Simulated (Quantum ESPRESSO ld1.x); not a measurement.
Problem. These are the eigenvalues of the occupied orbitals of an atom or ion with whole-number occupations (hartree). Calculated with ld1.x of Quantum ESPRESSO 7.5: scalar-relativistic Kohn-Sham, RPBE, spin-unpolarised, spherical densities, point nucleus.

| orbital | eigenvalue |
|---|---|
| 1s | -197.870 |
| 2s | -22.7422 |
| 2p | -19.0866 |
| 3s | -3.12582 |
| 3p | -2.15809 |
| 3d | -0.70037 |
| 4f | -0.09219 |

Which element is it, and in what charge state? The configuration may be excited.

Solution. Z = 23, vanadium, charge +1: V+ in [Ne] 3s1 3p6 3d4 4f1. The list shows which subshells hold electrons but not how many an open one holds; the 1s level, -197.87 hartree, gives Z - s = 19.9 by -(Z - s)^2/2, which with screening and relativity narrows Z to a few neighbours, and the depths of the outer levels then fix element, charge and occupations together.
